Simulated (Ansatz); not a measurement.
Mulliken charges of `C=C1[SiH2]C1Br` from ωB97M-V/def2-TZVPP in Ansatz (PBE0-D4/def2-TZVP geometry).

```json
{"atom": "C1", "x (Å)": "0.054", "y (Å)": "1.745", "z (Å)": "0.252", "charge (e)": "-0.191"}
{"atom": "C2", "x (Å)": "0.177", "y (Å)": "0.433", "z (Å)": "0.168", "charge (e)": "-0.138"}
{"atom": "Si3", "x (Å)": "0.086", "y (Å)": "-1.266", "z (Å)": "0.824", "charge (e)": "0.265"}
{"atom": "C4", "x (Å)": "0.094", "y (Å)": "-0.587", "z (Å)": "-0.918", "charge (e)": "-0.204"}
{"atom": "Br5", "x (Å)": "-1.414", "y (Å)": "-0.557", "z (Å)": "-2.122", "charge (e)": "-0.092"}
{"atom": "H6", "x (Å)": "0.095", "y (Å)": "2.258", "z (Å)": "1.207", "charge (e)": "0.117"}
{"atom": "H7", "x (Å)": "-0.105", "y (Å)": "2.355", "z (Å)": "-0.634", "charge (e)": "0.115"}
{"atom": "H8", "x (Å)": "1.284", "y (Å)": "-1.988", "z (Å)": "1.306", "charge (e)": "-0.013"}
{"atom": "H9", "x (Å)": "-1.190", "y (Å)": "-1.714", "z (Å)": "1.419", "charge (e)": "0.001"}
{"atom": "H10", "x (Å)": "1.003", "y (Å)": "-0.730", "z (Å)": "-1.499", "charge (e)": "0.140"}
```

Question: By hand: the dipole of these point charges (1 e Å = 4.8032 D).

Answer: Σ q r = (0.221, -0.101, 0.372) e Å, of length 0.444 e Å = 2.13 D.

Question: How does the dipole of the full density compare? (An estimate is asked.)

Answer: Ansatz gave: (0.258, 0.001, 0.341) e Å, 2.05 D; the point charges give 1.04 times that, at 15° from its direction.

Point charges leave out the atoms' own dipoles, such as those of lone pairs, and Mulliken's split depends on the basis, so the close match here is no proof of good charges.
